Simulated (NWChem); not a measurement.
germanium monotelluride (GeTe)

```
Ge
Te 1 2.3757
```
Charge 0, spin multiplicity 1.

The numbers come from NWChem runs, not from measurements. All single points use one geometry, from PBE/def2-SVP with def2 effective core potentials on Te, a minimum by its harmonic frequencies.

Effective core potentials replace the inner electrons of Te; spin-orbit coupling is left out. The stability of the SCF solutions was not checked. Open-shell Hartree-Fock references start from PBE0 orbitals.

Worked example. At CCSD(T)/def2-TZVP the molecule has a total energy of -2343.08174 Ha and the free atoms (multiplicities Ge 3, Te 3) Ge -2075.51632, Te -267.40633 Ha. The electronic atomisation energy is the atoms' sum less the molecule's energy.

1·(-2075.51632) + 1·(-267.40633) = -2342.92265 Ha for the atoms; less the molecule's energy this leaves 0.15909 Ha, or 99.8 kcal/mol (418 kJ/mol), without zero-point, thermal or spin-orbit terms.
